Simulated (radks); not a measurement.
These are the eigenvalues of the occupied orbitals of an atom or ion with whole-number occupations (hartree). All-electron calculation, scalar-relativistic Kohn-Sham, PBE, spin-unpolarised, spherical densities, point nucleus. Program: a radial shooting solver on a logarithmic mesh with Libxc functionals.

1s: -2754.836
2s: -630.3780
2p: -576.7403
3s: -260.5208

Which element is it, and in what charge state? The configuration may be excited.

Answer. Z = 74, tungsten, charge +63: W63+ in [Ne] 3s1. The list shows which subshells hold electrons but not how many an open one holds; the 1s level, -2754.8 hartree, gives Z - s = 74.2 by -(Z - s)^2/2, which with screening and relativity narrows Z to a few neighbours, and the depths of the outer levels then fix element, charge and occupations together.
